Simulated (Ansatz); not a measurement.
Born–Oppenheimer molecular dynamics of a periodic cell of 17 atoms, Si16O (host Si, host structure diamond, interstitial O). It starts from a partly relaxed structure (largest force component 0.06 eV/Å).

Theory: Ansatz 0.2.0, DFT PBE, scalar-relativistic, plane waves, PAW. Settings: accuracy low, PAW set soft_1, cutoff 420 eV, k mesh 2x2x2, fermi-dirac smearing 0.02 eV, spin collinear.

| Quantity | Value |
| --- | --- |
| ensemble | NVT, Nosé–Hoover chain |
| time step | 1 fs |
| steps asked | 200 |
| set temperature | 1500 K |
| starting velocities | zero |
| thermostat | time constant 100 fs, chain length 1 |
| seed | 293759 |

Frames 2 fs apart, positions in Å, forces in eV/Å.

Velocities at 70.0 fs (Å/ps):

```
Si 0.14 -0.03 0.09
Si 0.14 0.02 0.18
Si -0.18 0.09 0.04
Si -0.10 0.09 0.02
Si 0.12 -0.18 -0.05
Si -0.07 -0.05 0.04
Si -0.04 -0.12 -0.08
Si -0.01 -0.03 -0.14
Si -0.12 -0.15 -0.04
Si -0.04 -0.07 -0.14
Si 0.10 0.15 0.16
Si -0.05 0.15 0.12
Si 0.06 0.14 0.10
Si 0.29 0.09 -0.13
Si -0.07 0.06 -0.15
Si -0.04 -0.19 -0.15
O -0.26 0.05 0.25
```

```xyz
17
Lattice="0.0000 5.4300 5.4300 5.4300 0.0000 5.4300 5.4300 5.4300 0.0000" Properties=species:S:1:pos:R:3:forces:R:3 time_fs=70.0 energy_less_start_eV=-0.001 T=1
Si 0.004 0.033 0.017 0.00 0.00 -0.01
Si 1.430 1.103 1.595 0.00 0.00 -0.01
Si 2.740 2.412 0.185 0.01 0.00 0.03
Si 3.815 4.209 1.177 0.00 0.00 0.01
Si 2.832 -0.232 2.888 -0.01 -0.03 0.00
Si 4.086 1.376 4.057 -0.01 0.01 0.02
Si 5.146 2.799 2.472 0.03 0.01 0.01
Si 6.484 4.090 3.879 0.02 -0.03 -0.01
Si 0.068 2.641 2.748 0.01 0.01 0.00
Si 1.343 4.083 4.093 0.00 0.00 0.01
Si 2.616 5.512 2.732 0.00 -0.01 -0.01
Si 4.100 6.754 4.089 -0.02 0.02 -0.01
Si 2.710 2.711 5.421 0.00 -0.02 -0.01
Si 4.140 3.973 6.791 0.00 0.00 0.00
Si 5.425 5.424 5.443 -0.01 0.02 0.02
Si 6.707 6.864 6.775 0.00 0.01 -0.01
O 6.797 2.686 4.717 -0.02 0.01 -0.04
17
Lattice="0.0000 5.4300 5.4300 5.4300 0.0000 5.4300 5.4300 5.4300 0.0000" Properties=species:S:1:pos:R:3:forces:R:3 time_fs=72.0 energy_less_start_eV=-0.001 T=1
Si 0.004 0.033 0.018 0.00 0.00 -0.01
Si 1.430 1.103 1.595 0.00 0.00 -0.01
Si 2.740 2.413 0.185 0.01 0.00 0.03
Si 3.815 4.209 1.177 0.00 0.00 0.01
Si 2.832 -0.233 2.888 -0.01 -0.02 0.00
Si 4.085 1.376 4.057 0.00 0.01 0.02
Si 5.146 2.799 2.472 0.03 0.01 0.01
Si 6.484 4.090 3.879 0.02 -0.04 -0.01
Si 0.068 2.640 2.748 0.02 0.01 0.01
Si 1.343 4.083 4.093 0.00 0.00 0.01
Si 2.617 5.513 2.732 -0.01 -0.02 -0.01
Si 4.099 6.754 4.089 -0.03 0.02 -0.01
Si 2.710 2.712 5.421 0.00 -0.02 -0.01
Si 4.141 3.973 6.791 0.00 0.00 0.00
Si 5.425 5.424 5.443 -0.01 0.02 0.02
Si 6.707 6.864 6.775 0.01 0.01 0.00
O 6.796 2.686 4.717 -0.02 0.01 -0.04
17
Lattice="0.0000 5.4300 5.4300 5.4300 0.0000 5.4300 5.4300 5.4300 0.0000" Properties=species:S:1:pos:R:3:forces:R:3 time_fs=74.0 energy_less_start_eV=-0.001 T=1
Si 0.004 0.033 0.018 0.00 0.00 -0.01
Si 1.430 1.103 1.596 0.00 0.00 -0.01
Si 2.739 2.413 0.185 0.01 0.00 0.03
Si 3.815 4.210 1.177 0.00 0.00 0.01
Si 2.833 -0.233 2.888 -0.01 -0.02 0.01
Si 4.085 1.376 4.058 0.00 0.00 0.02
Si 5.146 2.798 2.472 0.03 0.01 0.01
Si 6.484 4.089 3.879 0.02 -0.04 -0.01
Si 0.068 2.640 2.748 0.02 0.01 0.01
Si 1.343 4.083 4.093 0.00 0.00 0.01
Si 2.617 5.513 2.732 -0.01 -0.02 -0.02
Si 4.099 6.755 4.089 -0.03 0.02 -0.01
Si 2.711 2.712 5.422 0.00 -0.02 -0.02
Si 4.141 3.974 6.791 -0.01 0.00 0.00
Si 5.424 5.424 5.443 -0.01 0.02 0.01
Si 6.707 6.864 6.774 0.01 0.02 0.00
O 6.796 2.687 4.718 -0.01 0.01 -0.04
17
Lattice="0.0000 5.4300 5.4300 5.4300 0.0000 5.4300 5.4300 5.4300 0.0000" Properties=species:S:1:pos:R:3:forces:R:3 time_fs=76.0 energy_less_start_eV=-0.001 T=1
Si 0.005 0.033 0.018 -0.01 0.00 -0.01
Si 1.431 1.103 1.596 0.00 -0.01 -0.01
Si 2.739 2.413 0.185 0.01 0.01 0.03
Si 3.814 4.210 1.177 0.01 0.00 0.01
Si 2.833 -0.233 2.888 -0.01 -0.02 0.01
Si 4.085 1.376 4.058 0.00 0.00 0.02
Si 5.146 2.798 2.472 0.02 0.01 0.01
Si 6.484 4.089 3.878 0.01 -0.03 -0.01
Si 0.068 2.640 2.748 0.02 0.02 0.01
Si 1.343 4.083 4.093 0.00 0.00 0.01
Si 2.617 5.513 2.733 -0.01 -0.02 -0.02
Si 4.099 6.755 4.089 -0.03 0.02 -0.01
Si 2.711 2.712 5.422 0.00 -0.02 -0.02
Si 4.142 3.974 6.790 -0.01 -0.01 0.00
Si 5.424 5.424 5.442 0.00 0.02 0.01
Si 6.707 6.863 6.774 0.01 0.02 0.00
O 6.795 2.687 4.718 -0.01 0.01 -0.03
17
Lattice="0.0000 5.4300 5.4300 5.4300 0.0000 5.4300 5.4300 5.4300 0.0000" Properties=species:S:1:pos:R:3:forces:R:3 time_fs=78.0 energy_less_start_eV=-0.001 T=1
Si 0.005 0.032 0.018 -0.01 0.00 -0.02
Si 1.431 1.103 1.596 -0.01 -0.01 -0.01
Si 2.739 2.413 0.185 0.00 0.01 0.03
Si 3.814 4.210 1.177 0.01 0.00 0.01
Si 2.833 -0.234 2.888 0.00 -0.02 0.01
Si 4.085 1.376 4.058 0.00 0.00 0.02
Si 5.146 2.798 2.471 0.02 0.01 0.00
Si 6.484 4.089 3.878 0.01 -0.03 -0.01
Si 0.068 2.640 2.748 0.02 0.02 0.01
Si 1.343 4.083 4.093 0.00 0.01 0.02
Si 2.617 5.513 2.733 -0.02 -0.02 -0.02
Si 4.099 6.755 4.090 -0.03 0.02 -0.01
Si 2.711 2.712 5.422 0.00 -0.02 -0.02
Si 4.143 3.974 6.790 -0.02 -0.01 0.01
Si 5.424 5.425 5.442 0.00 0.01 0.00
Si 6.707 6.863 6.774 0.01 0.02 0.01
O 6.794 2.687 4.718 0.00 0.00 -0.02
17
Lattice="0.0000 5.4300 5.4300 5.4300 0.0000 5.4300 5.4300 5.4300 0.0000" Properties=species:S:1:pos:R:3:forces:R:3 time_fs=80.0 energy_less_start_eV=-0.001 T=1
Si 0.005 0.032 0.018 -0.01 0.00 -0.01
Si 1.431 1.103 1.597 -0.01 -0.01 -0.01
Si 2.738 2.413 0.186 0.00 0.01 0.02
Si 3.814 4.210 1.178 0.01 0.00 0.01
Si 2.833 -0.234 2.888 0.00 -0.01 0.01
Si 4.085 1.376 4.058 0.00 0.00 0.02
Si 5.147 2.798 2.471 0.02 0.01 0.00
Si 6.484 4.089 3.877 0.01 -0.02 -0.01
Si 0.067 2.639 2.747 0.03 0.02 0.01
Si 1.343 4.083 4.092 0.00 0.01 0.02
Si 2.617 5.514 2.733 -0.02 -0.02 -0.02
Si 4.099 6.756 4.090 -0.03 0.02 -0.01
Si 2.711 2.712 5.422 -0.01 -0.02 -0.02
Si 4.143 3.974 6.790 -0.02 -0.01 0.01
Si 5.424 5.425 5.442 0.01 0.01 0.00
Si 6.707 6.863 6.774 0.01 0.03 0.01
O 6.794 2.687 4.718 0.01 0.00 -0.02
17
Lattice="0.0000 5.4300 5.4300 5.4300 0.0000 5.4300 5.4300 5.4300 0.0000" Properties=species:S:1:pos:R:3:forces:R:3 time_fs=82.0 energy_less_start_eV=-0.001 T=1
Si 0.005 0.032 0.018 -0.01 0.00 -0.01
Si 1.431 1.103 1.597 -0.01 -0.02 -0.02
Si 2.738 2.414 0.186 -0.01 0.02 0.02
Si 3.814 4.210 1.178 0.02 0.00 0.01
Si 2.833 -0.235 2.888 0.00 -0.01 0.01
Si 4.085 1.376 4.058 0.01 0.00 0.02
Si 5.147 2.797 2.471 0.01 0.00 0.00
Si 6.484 4.088 3.877 0.00 -0.01 -0.01
Si 0.067 2.639 2.747 0.03 0.02 0.01
Si 1.342 4.083 4.092 0.01 0.01 0.02
Si 2.618 5.514 2.733 -0.02 -0.02 -0.02
Si 4.098 6.756 4.090 -0.03 0.02 -0.01
Si 2.711 2.712 5.422 -0.01 -0.02 -0.02
Si 4.144 3.974 6.790 -0.02 -0.01 0.01
Si 5.424 5.425 5.441 0.01 0.01 -0.01
Si 6.706 6.862 6.773 0.02 0.03 0.01
O 6.793 2.687 4.718 0.02 -0.01 -0.01
17
Lattice="0.0000 5.4300 5.4300 5.4300 0.0000 5.4300 5.4300 5.4300 0.0000" Properties=species:S:1:pos:R:3:forces:R:3 time_fs=84.0 energy_less_start_eV=-0.001 T=1
Si 0.006 0.032 0.018 -0.01 0.00 -0.01
Si 1.432 1.103 1.597 -0.01 -0.02 -0.02
Si 2.738 2.414 0.186 -0.01 0.02 0.01
Si 3.814 4.211 1.178 0.02 0.00 0.01
Si 2.834 -0.235 2.887 0.00 0.00 0.01
Si 4.085 1.376 4.059 0.01 0.00 0.01
Si 5.147 2.797 2.471 0.01 0.00 0.00
Si 6.484 4.088 3.877 0.00 0.00 -0.01
Si 0.067 2.639 2.747 0.03 0.02 0.01
Si 1.342 4.082 4.092 0.01 0.01 0.02
Si 2.618 5.514 2.734 -0.02 -0.02 -0.02
Si 4.098 6.757 4.090 -0.03 0.02 -0.01
Si 2.711 2.713 5.422 -0.01 -0.02 -0.02
Si 4.144 3.974 6.789 -0.03 -0.02 0.01
Si 5.423 5.425 5.441 0.01 0.01 -0.01
Si 6.707 6.862 6.773 0.02 0.03 0.01
O 6.792 2.688 4.719 0.02 -0.02 0.00
17
Lattice="0.0000 5.4300 5.4300 5.4300 0.0000 5.4300 5.4300 5.4300 0.0000" Properties=species:S:1:pos:R:3:forces:R:3 time_fs=86.0 energy_less_start_eV=-0.001 T=1
Si 0.006 0.032 0.018 -0.02 0.00 -0.01
Si 1.432 1.103 1.597 -0.02 -0.02 -0.02
Si 2.737 2.414 0.187 -0.01 0.02 0.01
Si 3.814 4.211 1.178 0.02 0.00 0.01
Si 2.834 -0.236 2.887 0.01 0.00 0.01
Si 4.084 1.376 4.059 0.01 0.00 0.01
Si 5.147 2.797 2.471 0.01 0.00 0.00
Si 6.485 4.088 3.876 -0.01 0.01 -0.01
Si 0.067 2.639 2.747 0.03 0.02 0.01
Si 1.342 4.082 4.092 0.01 0.01 0.02
Si 2.618 5.514 2.734 -0.03 -0.02 -0.02
Si 4.098 6.758 4.090 -0.03 0.02 -0.01
Si 2.711 2.713 5.422 -0.01 -0.02 -0.02
Si 4.145 3.974 6.789 -0.03 -0.02 0.01
Si 5.423 5.426 5.441 0.02 0.00 -0.02
Si 6.707 6.862 6.773 0.02 0.03 0.02
O 6.792 2.688 4.719 0.03 -0.02 0.01
17
Lattice="0.0000 5.4300 5.4300 5.4300 0.0000 5.4300 5.4300 5.4300 0.0000" Properties=species:S:1:pos:R:3:forces:R:3 time_fs=88.0 energy_less_start_eV=0.000 T=1
Si 0.006 0.032 0.018 -0.02 0.00 -0.01
Si 1.432 1.103 1.598 -0.02 -0.03 -0.01
Si 2.737 2.415 0.187 -0.01 0.02 0.01
Si 3.814 4.211 1.178 0.03 -0.01 0.01
Si 2.834 -0.237 2.887 0.01 0.00 0.01
Si 4.084 1.376 4.059 0.01 -0.01 0.00
Si 5.147 2.797 2.471 0.00 0.00 0.00
Si 6.485 4.087 3.876 -0.01 0.01 0.00
Si 0.067 2.639 2.747 0.03 0.02 0.01
Si 1.342 4.082 4.092 0.01 0.01 0.02
Si 2.618 5.514 2.734 -0.03 -0.02 -0.02
Si 4.097 6.758 4.090 -0.03 0.01 -0.01
Si 2.711 2.713 5.422 -0.01 -0.02 -0.02
Si 4.145 3.974 6.789 -0.03 -0.02 0.01
Si 5.423 5.426 5.441 0.02 0.00 -0.03
Si 6.707 6.862 6.772 0.02 0.03 0.02
O 6.791 2.688 4.719 0.04 -0.03 0.02
17
Lattice="0.0000 5.4300 5.4300 5.4300 0.0000 5.4300 5.4300 5.4300 0.0000" Properties=species:S:1:pos:R:3:forces:R:3 time_fs=90.0 energy_less_start_eV=0.000 T=1
Si 0.006 0.032 0.018 -0.02 0.00 -0.01
Si 1.432 1.103 1.598 -0.02 -0.03 -0.01
Si 2.736 2.415 0.188 -0.01 0.02 0.01
Si 3.814 4.211 1.179 0.03 -0.01 0.01
Si 2.834 -0.237 2.887 0.01 0.01 0.01
Si 4.084 1.375 4.060 0.01 -0.01 0.00
Si 5.147 2.797 2.471 0.00 0.00 0.00
Si 6.485 4.087 3.875 -0.01 0.02 0.00
Si 0.067 2.639 2.747 0.03 0.02 0.01
Si 1.342 4.082 4.091 0.01 0.01 0.02
Si 2.618 5.514 2.734 -0.03 -0.02 -0.02
Si 4.096 6.759 4.091 -0.03 0.01 -0.01
Si 2.712 2.713 5.422 -0.01 -0.02 -0.02
Si 4.146 3.974 6.789 -0.03 -0.02 0.01
Si 5.423 5.426 5.440 0.02 0.00 -0.03
Si 6.707 6.862 6.772 0.02 0.03 0.02
O 6.791 2.688 4.719 0.04 -0.03 0.02
17
Lattice="0.0000 5.4300 5.4300 5.4300 0.0000 5.4300 5.4300 5.4300 0.0000" Properties=species:S:1:pos:R:3:forces:R:3 time_fs=92.0 energy_less_start_eV=0.000 T=1
Si 0.006 0.032 0.018 -0.02 0.00 -0.01
Si 1.433 1.103 1.598 -0.02 -0.03 -0.01
Si 2.736 2.415 0.188 -0.01 0.02 0.00
Si 3.814 4.212 1.179 0.03 -0.01 0.01
Si 2.835 -0.238 2.887 0.01 0.01 0.01
Si 4.084 1.375 4.060 0.02 -0.01 -0.01
Si 5.147 2.796 2.471 -0.01 -0.01 0.00
Si 6.485 4.087 3.875 -0.02 0.02 0.01
Si 0.067 2.639 2.747 0.03 0.02 0.01
Si 1.342 4.082 4.091 0.01 0.01 0.02
Si 2.618 5.514 2.734 -0.03 -0.02 -0.02
Si 4.096 6.760 4.091 -0.02 0.01 -0.01
Si 2.712 2.713 5.422 -0.01 -0.02 -0.02
Si 4.146 3.975 6.788 -0.03 -0.02 0.01
Si 5.423 5.426 5.440 0.02 0.00 -0.03
Si 6.707 6.862 6.772 0.02 0.03 0.02
O 6.790 2.688 4.719 0.04 -0.03 0.02
```

Of the whole run (200 fs, mean temperature of the second half 3 K): The conserved energy stayed within 0.00012 meV per atom of its start (net change 0.00012 meV per atom), so the integration is sound. The mean temperature of the second half is 100 % below the set value. A run of 0.2 ps of so small a system gives no equilibrium averages. Limits of this set-up: coarse k mesh, low accuracy level.

Time of the run: 14 min on 1 thread of Arm Neoverse V2, with other jobs on the host, peak memory 0.62 GiB.
